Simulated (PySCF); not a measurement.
**Cs⁺ (caesium, charge +1) across methods**

[Xe], closed-shell 1S. Computed with PySCF 2.14 in aug-cc-pwCVTZ-X2C, with the spin-free X2C one-electron Hamiltonian (Gaussian nucleus).

```json
{"method": "PBE", "E (hartree)": "-7785.55", "mean ε 4d (eV)": "-79.539", "mean ε 5s (eV)": "-31.887", "mean ε 5p (eV)": "-18.668", "Σ⟨r²⟩ (bohr²)": "50.91", "⟨S²⟩": "0.000"}
{"method": "PBE0", "E (hartree)": "-7785.64", "mean ε 4d (eV)": "-83.336", "mean ε 5s (eV)": "-34.354", "mean ε 5p (eV)": "-20.142", "Σ⟨r²⟩ (bohr²)": "50.82", "⟨S²⟩": "0.000"}
{"method": "LDA", "E (hartree)": "-7779.12", "mean ε 4d (eV)": "-79.622", "mean ε 5s (eV)": "-32.133", "mean ε 5p (eV)": "-18.831", "Σ⟨r²⟩ (bohr²)": "50.86", "⟨S²⟩": "0.000"}
{"method": "r2SCAN", "E (hartree)": "-7785.99", "mean ε 4d (eV)": "-80.940", "mean ε 5s (eV)": "-32.680", "mean ε 5p (eV)": "-19.092", "Σ⟨r²⟩ (bohr²)": "50.83", "⟨S²⟩": "0.000"}
{"method": "M06-2X", "E (hartree)": "-7786.68", "mean ε 4d (eV)": "-86.957", "mean ε 5s (eV)": "-36.819", "mean ε 5p (eV)": "-21.598", "Σ⟨r²⟩ (bohr²)": "50.68", "⟨S²⟩": "0.000"}
{"method": "TPSSh", "E (hartree)": "-7785.68", "mean ε 4d (eV)": "-81.228", "mean ε 5s (eV)": "-33.075", "mean ε 5p (eV)": "-19.385", "Σ⟨r²⟩ (bohr²)": "50.84", "⟨S²⟩": "0.000"}
{"method": "LC-wPBE", "E (hartree)": "-7785.52", "mean ε 4d (eV)": "-85.159", "mean ε 5s (eV)": "-37.782", "mean ε 5p (eV)": "-23.003", "Σ⟨r²⟩ (bohr²)": "50.75", "⟨S²⟩": "0.000"}
```

Q: Estimate the same row for UHF.

A: E (hartree) = -7782.97524; mean ε 4d (eV) = -93.434; mean ε 5s (eV) = -40.529; mean ε 5p (eV) = -23.449; Σ⟨r²⟩ (bohr²) = 51.22; ⟨S²⟩ = 0.000.

Spin-orbit coupling, which splits the p, d and f shells strongly at this Z, is absent.
